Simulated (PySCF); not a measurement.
C4H13AlGeO2, SMILES [CH3][Ge]([CH3])([CH3])[CH2][Al]([OH])[OH], GFN2-xTB optimised geometry.

```
21

Ge    -0.35     0.75     0.00
C     -1.08     2.61     0.00
C     -1.03    -0.25     1.58
C     -0.94    -0.19    -1.64
C      1.63     0.75     0.00
Al     2.17    -0.89    -1.00
O      1.97    -2.33    -0.24
O      2.67    -0.70    -2.56
H     -2.17     2.59    -0.03
H     -0.78     3.14     0.90
H     -0.73     3.16    -0.86
H     -0.61    -1.25     1.60
H     -2.11    -0.33     1.56
H     -0.75     0.25     2.51
H     -0.93     0.47    -2.51
H     -0.24    -1.01    -1.83
H     -1.94    -0.62    -1.56
H      2.00     1.65    -0.49
H      1.99     0.76     1.03
H      1.85    -3.16     0.20
H      2.91    -0.53    -3.46
```

Density from B3LYP/def2-SVP run with PySCF 2.14.0 at that geometry.

Minimum of the electron density along straight lines between bonded atoms, close to the bond critical point (lines longer than 1.1 times the sum of covalent radii, or with two minima, are not listed):

```csv
bond,length / Å,ρ at the minimum / e bohr⁻³,∇²ρ there / e bohr⁻⁵,position (fraction from the first atom)
Ge1–C2,1.996,0.120,0.05,0.47
Ge1–C3,1.986,0.122,___,0.47
Ge1–C4,1.983,0.122,0.06,0.46
Ge1–C5,1.986,0.120,0.03,0.47
C5–Al6,1.991,___,___,0.60
Al6–O7,1.645,0.103,1.04,0.44
Al6–O8,1.646,0.103,1.04,0.44
C2–H9,1.086,0.273,-0.98,0.62
C2–H10,1.086,0.273,-0.98,0.62
C2–H11,1.086,0.273,-0.98,0.62
C3–H12,1.086,0.274,-0.99,0.62
C3–H13,1.086,0.273,-0.98,0.62
C3–H14,1.086,0.273,-0.98,0.62
C4–H15,1.086,0.274,-0.99,0.63
C4–H16,1.094,0.267,-0.91,0.61
C4–H17,1.086,0.274,-0.99,0.63
C5–H18,1.090,0.267,-0.92,0.62
C5–H19,1.090,0.267,-0.91,0.62
O7–H20,0.945,0.363,-2.54,0.82
O8–H21,0.944,0.363,-2.54,0.82
```

Task: What belongs in the gaps?

Result: 
- Ge1–C3, ∇²ρ there / e bohr⁻⁵: 0.04
- C5–Al6, ρ at the minimum / e bohr⁻³: 0.078
- C5–Al6, ∇²ρ there / e bohr⁻⁵: 0.30
